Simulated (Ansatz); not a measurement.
Ideal-gas functions of CH3BO2, SMILES `OB1CO1` at 800 K and 1 bar, from an Ansatz frequency run at PBE0-D4/def2-TZVP.

Molar mass 57.85 g/mol, point group Cs (symmetry number 1), electronic degeneracy 1, moments of inertia 19.869, 77.056, 93.574 u Å². Harmonic wavenumbers (cm⁻¹, unscaled): 391, 404, 505, 694, 890, 898, 974, 1091, 1097, 1270, 1470, 1721, 3114, 3193, 3908.

Use S(trans) = R[1.5 ln M + 2.5 ln T − 1.1517]; rotational temperatures θ = 24.2544 K / I; S(rot) = R[ln(√π/σ · √(T³/θAθBθC)) + 1.5]; for each mode x = 1.438777 ν̃/T, S = R[x/(eˣ − 1) − ln(1 − e⁻ˣ)] and H = RT x/(eˣ − 1); 1 cm⁻¹ = 0.0119627 kJ/mol; R = 8.31446 J/(mol·K).

Problem. By hand: the entropy, in J/(mol·K).

Solution. Translation 180.0. Rotation: θ = 1.2207, 0.3148, 0.2592 K, giving 110.2. Vibration, mode by mode: 11.41, 11.15, 9.39, 6.99, 5.24, 5.18, 4.64, 3.93, 3.89, 3.05, 2.30, 1.61, 0.20, 0.18, 0.06, in all 69.2. Electronic 0.0. Sum 359.4 J/(mol·K).

Problem. By hand: H − E and G − E in kJ/mol, counted from the electronic energy.

Solution. Zero-point energy ½ × 21620 × 0.0119627 = 129.3; thermal vibration 32.9; translation, rotation and pV give 4 RT = 26.6. H − E = 188.8 kJ/mol, and G − E = 188.8 − 800 × 359.4/1000 = -98.7 kJ/mol.

Vibration gives 19 % of the entropy. The sum counts one conformer and one mirror image; others add a mixing term.
